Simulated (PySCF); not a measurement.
PySCF job for Ga(Cl)(Me)(OH) (CH₄ClGaO), SMILES [CH3][Ga]([OH])[Cl], TPSSh-D3(BJ)/def2-SVP. Geometry: TPSSh-D3(BJ)/def2-SVP. The structure was generated by enumeration; whether it is a known compound was not checked. Other conformers were not sampled.

```python
import numpy as np
from pyscf import gto, scf, dft, df
from pyscf.hessian import thermo

mol = gto.M(
    atom='''
    Ga   -0.27237699    0.01031871    0.15845461
    Cl    1.59734396   -0.04089649   -0.94663830
    C    -0.65848712   -1.16967185    1.66088191
    H    -0.66365962   -2.21534165    1.31750743
    H    -1.63860471   -0.92085373    2.09186850
    H     0.12142289   -1.06232714    2.42957925
    O    -1.43431356    1.23113595   -0.42984679
    H    -1.10488815    1.74282646   -1.18471387
    ''',
    basis='def2-SVP',
    charge=0,
    spin=0,
    max_memory=1600,
    verbose=3,
)
mf = dft.RKS(mol, xc='tpssh').density_fit(auxbasis='def2-universal-jkfit')
mf.disp = 'd3bj'
mf.grids.level = 4
mf.conv_tol = 1e-11
mf.max_cycle = 100
mf.kernel()

# [left out here: the lines that compute and print the analytic Hessian (its translational invariance restored by hand, since the grid's response is missing), thermochemistry and intensities]
```

Log of the run:

```
converged SCF energy = -2500.4167814787

WARN: MGGA Hessian is sensitive to dft grids. grids.level 4 may not be dense enough.


WARN: DFTD3 does not support analytical Hessian, using finite difference


WARN: Mole.unit (angstrom) is changed to Bohr

Mode                                 0                   1                   2
Irrep
Freq [cm^-1]                       36.5622            128.9110            152.7471
Reduced mass [au]                   1.0333              3.8569              5.3188
Force const [Dyne/A]                0.0008              0.0378              0.0731
Char temp [K]                      52.6048            185.4743            219.7691
Normal mode                   x     y     z       x     y     z       x     y     z
       0  Ga                -0.00 -0.00 -0.00    0.03 -0.03  0.01   -0.03 -0.05 -0.05
       1  Cl                -0.01 -0.01 -0.01   -0.01  0.05 -0.05    0.02  0.03  0.03
       2   C                -0.00 -0.00 -0.00   -0.16  0.06  0.04    0.04  0.07  0.07
       3   H                 0.56 -0.05  0.13   -0.23  0.04  0.11   -0.00  0.03  0.21
       4   H                -0.24 -0.36 -0.34   -0.18  0.19 -0.09    0.09  0.15  0.13
       5   H                -0.29  0.43  0.24   -0.24  0.03  0.12    0.12  0.17 -0.02
       6   O                 0.01  0.02  0.02    0.03 -0.03  0.02    0.04  0.08  0.07
       7   H                 0.02  0.04  0.04    0.02 -0.03  0.02    0.06  0.10  0.10
Mode                                 3                   4                   5
Irrep
Freq [cm^-1]                      166.7342            398.1076            400.5546
Reduced mass [au]                   5.7433             26.2607              1.1077
Force const [Dyne/A]                0.0941              2.4522              0.1047
Char temp [K]                     239.8934            572.7882            576.3089
Normal mode                   x     y     z       x     y     z       x     y     z
       0  Ga                 0.02  0.02 -0.03    0.05 -0.00 -0.03    0.00  0.00  0.00
       1  Cl                 0.04 -0.04  0.02   -0.12  0.00  0.07   -0.01 -0.00 -0.00
       2   C                -0.03  0.04 -0.03    0.02  0.03 -0.05    0.00  0.00  0.00
       3   H                -0.06  0.04 -0.00    0.01  0.03 -0.03   -0.01 -0.01  0.05
       4   H                -0.04  0.09 -0.07    0.01  0.05 -0.06    0.02  0.03  0.02
       5   H                -0.06  0.03  0.00    0.00  0.02 -0.03    0.02  0.04 -0.03
       6   O                -0.13 -0.04  0.13    0.03 -0.02  0.01   -0.03 -0.05 -0.05
       7   H                -0.30  0.06  0.12   -0.02 -0.03 -0.02    0.37  0.64  0.59
Mode                                 6                   7                   8
Irrep
Freq [cm^-1]                      581.7889            709.2235            728.4076
Reduced mass [au]                   4.3511             10.6045              1.2153
Force const [Dyne/A]                0.8677              3.1427              0.3799
Char temp [K]                     837.0647           1020.4147           1048.0163
Normal mode                   x     y     z       x     y     z       x     y     z
       0  Ga                 0.02  0.02 -0.04   -0.03  0.04 -0.02    0.01  0.01  0.01
       1  Cl                -0.01  0.00  0.01    0.00  0.00 -0.00   -0.00 -0.00 -0.00
       2   C                -0.04 -0.14  0.17   -0.03 -0.02  0.03   -0.04 -0.08 -0.08
       3   H                -0.05 -0.15  0.19    0.03 -0.01  0.01   -0.04 -0.28  0.56
       4   H                -0.04 -0.14  0.17   -0.01 -0.11  0.13    0.11  0.20  0.12
       5   H                -0.05 -0.14  0.19    0.03 -0.01 -0.02    0.14  0.46 -0.32
       6   O                -0.04  0.04 -0.02    0.15 -0.15  0.07   -0.00 -0.00 -0.00
       7   H                -0.04  0.04 -0.03   -0.08 -0.02  0.07   -0.03 -0.06 -0.05
Mode                                 9                  10                  11
Irrep
Freq [cm^-1]                      752.3299            819.0685           1231.9285
Reduced mass [au]                   1.2420              1.1339              1.2233
Force const [Dyne/A]                0.4142              0.4482              1.0938
Char temp [K]                    1082.4352           1178.4572           1772.4709
Normal mode                   x     y     z       x     y     z       x     y     z
       0  Ga                -0.02  0.02 -0.01    0.01  0.01 -0.01   -0.00 -0.00  0.00
       1  Cl                 0.00 -0.00  0.00    0.00 -0.00  0.00    0.00  0.00 -0.00
       2   C                 0.10 -0.05 -0.01   -0.04  0.02  0.00    0.02  0.08 -0.10
       3   H                -0.25 -0.11  0.21    0.09  0.04 -0.07   -0.10 -0.14  0.49
       4   H                 0.00  0.42 -0.46   -0.01 -0.17  0.19    0.08 -0.38  0.33
       5   H                -0.23 -0.11  0.32    0.08  0.03 -0.12   -0.25 -0.36  0.27
       6   O                 0.01 -0.02  0.02   -0.05 -0.01  0.04   -0.00  0.00 -0.00
       7   H                 0.29 -0.19  0.03    0.74 -0.48  0.05   -0.01  0.01 -0.00
Mode                                12                  13                  14
Irrep
Freq [cm^-1]                     1446.7185           1448.7348           3046.3110
Reduced mass [au]                   1.0515              1.0543              1.0318
Force const [Dyne/A]                1.2967              1.3038              5.6417
Char temp [K]                    2081.5058           2084.4068           4382.9633
Normal mode                   x     y     z       x     y     z       x     y     z
       0  Ga                -0.00  0.00  0.00    0.00  0.00  0.00   -0.00 -0.00  0.00
       1  Cl                -0.00 -0.00  0.00   -0.00 -0.00 -0.00    0.00  0.00 -0.00
       2   C                -0.05  0.03  0.01    0.03  0.04  0.04    0.01  0.03 -0.03
       3   H                 0.58 -0.07  0.28   -0.40 -0.03  0.22   -0.00 -0.55 -0.20
       4   H                -0.07  0.27 -0.21   -0.32 -0.46 -0.45   -0.48  0.13  0.20
       5   H                 0.24 -0.56 -0.19    0.35 -0.06 -0.30    0.41  0.07  0.39
       6   O                 0.00  0.00 -0.00   -0.00 -0.00 -0.00    0.00  0.00 -0.00
       7   H                -0.01  0.00 -0.00   -0.00 -0.00 -0.00   -0.00  0.00  0.00
Mode                                15                  16                  17
Irrep
Freq [cm^-1]                     3146.9975           3161.7925           3804.9892
Reduced mass [au]                   1.1021              1.1047              1.0669
Force const [Dyne/A]                6.4310              6.5069              9.1009
Char temp [K]                    4527.8287           4549.1155           5474.5323
Normal mode                   x     y     z       x     y     z       x     y     z
       0  Ga                 0.00  0.00  0.00    0.00 -0.00 -0.00    0.00 -0.00 -0.00
       1  Cl                 0.00  0.00 -0.00   -0.00 -0.00  0.00    0.00 -0.00 -0.00
       2   C                 0.03  0.06  0.06    0.08 -0.04 -0.01   -0.00 -0.00  0.00
       3   H                 0.00 -0.66 -0.21    0.02  0.29  0.10   -0.00  0.00 -0.00
       4   H                 0.07 -0.01 -0.02   -0.70  0.18  0.31    0.00 -0.00  0.00
       5   H                -0.46 -0.05 -0.45   -0.29 -0.05 -0.30   -0.00  0.00  0.00
       6   O                 0.00  0.00  0.00   -0.00  0.00 -0.00    0.02  0.03 -0.05
       7   H                 0.00  0.00  0.00   -0.00  0.00  0.00   -0.31 -0.52  0.75
temperature 298.1500 [K]
pressure 101325.00 [Pa]
Rotational constants [GHz] 5.44839 2.79872 1.87091
Symmetry number 1
Zero-point energy (ZPE) 0.05049 [Eh]   132557.642 [J/mol]
                           tot       elec      trans        rot        vib
Entropy [J/mol/K]       353.480      0.000    170.126    112.232     71.122
Cv [J/mol/K]             87.737      0.000     12.472     12.472     62.793
Cp [J/mol/K]             96.051      0.000     20.786     12.472     62.793
Internal energy [J/mol]                      3718.434   3718.434 143038.088
Internal energy [Eh]   -2500.35947  -2500.41678
Enthalpy [J/mol]                             6197.391   3718.434 143038.088
Enthalpy [Eh]          -2500.35852
Gibbs free energy [J/mol]                  -44525.633 -29743.446 121832.962
Gibbs free energy [Eh] -2500.39867
static polarisability / bohr^3: [[49.466 -1.892 -7.647]
 [-1.894 42.376 -7.942]
 [-7.647 -7.942 47.083]]
largest difference of analytic and finite-field dipole derivatives / e: 0.0012089105538255485
mode   freq/cm-1   IR/(km/mol)   Raman/(A^4/amu)   depolarisation
   1       36.56         0.157             0.028            0.750
   2      128.91         2.684             2.318            0.707
   3      152.75         6.348             0.017            0.750
   4      166.73        19.919             1.998            0.701
   5      398.11        43.623             9.539            0.182
   6      400.55       119.349             0.577            0.730
   7      581.79        21.575            17.603            0.153
   8      709.22        90.755             5.640            0.239
   9      728.41        18.369             0.085            0.748
  10      752.33        15.213             0.501            0.219
  11      819.07       131.286             3.160            0.749
  12     1231.93         1.665             4.843            0.104
  13     1446.72         1.875             9.885            0.749
  14     1448.73         2.934             8.498            0.750
  15     3046.31         2.831           139.647            0.000
  16     3147.00         1.584            83.347            0.750
  17     3161.79         1.935            95.245            0.737
  18     3804.99        61.733           118.953            0.269
max |gradient| / (hartree/bohr): 2.325208580137916e-05
APT charges: [ 1.3507 -0.5844 -0.2786  0.0163  0.0032  0.0167 -0.7879  0.2641]
```

Self-consistency was reached.

Cost: very roughly 7 core-minutes.
